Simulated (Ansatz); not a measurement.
**Four-centre ligand exchange**

Start structure (CH6OZn, closed shell), relaxed at PBE0-D4/def2-TZVP:

```
9
angstrom
Zn -1.0736 -0.6175 -1.2608
H -0.2205 -1.5074 -2.1412
O -2.0335 0.4377 -0.1967
H 1.2471 -0.8627 0.8552
C 1.2526 0.2268 0.7981
H -2.9612 0.5493 -0.4069
H 0.2433 0.6175 0.9376
H 1.6477 0.5388 -0.1699
H 1.8981 0.6175 1.5845
```

The step: ZnH₂O ([OH][ZnH]) + CH₄ → CH₄OZn ([CH3][Zn][OH]) + H₂; bonds formed: Zn1–C5, H2–H4; bonds broken: Zn1–H2, H4–C5. Computed with Ansatz 0.2.0 (basis: def2-TZVPP and def2-QZVPP); correlated methods freeze the cores. The 3s and 3p shells of Cu and Zn are frozen; filled d shells are correlated. Extrapolation: Hartree–Fock as exp(−7.88 √X), correlation as X^−2.97. Energies below are by CCSD(T) at an estimated basis limit (MP2 extrapolated from triple and quadruple zeta, plus CCSD(T) − MP2 in triple zeta).

Task: What are the electronic barrier and the energy of the step, from the start structure to the end structure? (To be estimated.)

Result: By the calculation: Barrier 57.45 kcal/mol; step energy 10.14 kcal/mol (uphill); reverse barrier, their difference, 47.31 kcal/mol. Barrier and step energy count from the start structure, the reverse barrier from the end structure.

The saddle point: One imaginary mode of 1586i cm⁻¹.
```
  pair  start (Å)  saddle (Å)  end (Å)
Zn1–C5       3.22        2.14     1.92
 H2–H4       3.40        1.11     0.75
Zn1–H2       1.51        1.76     3.34
 H4–C5       1.09        1.53     3.67
```

Zero-point energy (harmonic, PBE0-D4): ZPE is 40.66 kcal/mol at the start and 38.19 kcal/mol at the saddle, so the barrier goes from 57.45 to 54.98 kcal/mol.

The T1 diagnostic stays at or below 0.016. The end structure is not quite a true minimum (one mode of 70i cm⁻¹).

Labels in which every atom is bracketed show which atoms are joined, not bond orders.

For scale, one of the runs: CCSD(T)/def2-TZVPP, 210 basis functions (an equivalent command: `ansatz run in.yaml --threads 4`). Hardware: 4 CPU threads, shared host. Wall time 86 s; peak host memory 2.9 GiB.
